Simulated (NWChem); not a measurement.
Species: C₄H₃I; SMILES C(/C#C)=C/I

Computed with NWChem. Geometry: optimised at PBE0/def2-SVP. Not confirmed as a minimum by frequencies. def2 effective core potentials on I; no spin-orbit coupling. Ions are spin-unrestricted doublets at the neutral geometry; other ion states weren't tried.

**Question.** Predict the results for PBE/def2-SVP. Quantities: vertical ionisation energy, ΔSCF (eV); −ε(HOMO) (eV).

**Answer.** 
* **vertical ionisation energy, ΔSCF (eV)**: 8.55
* **−ε(HOMO) (eV)**: 5.77
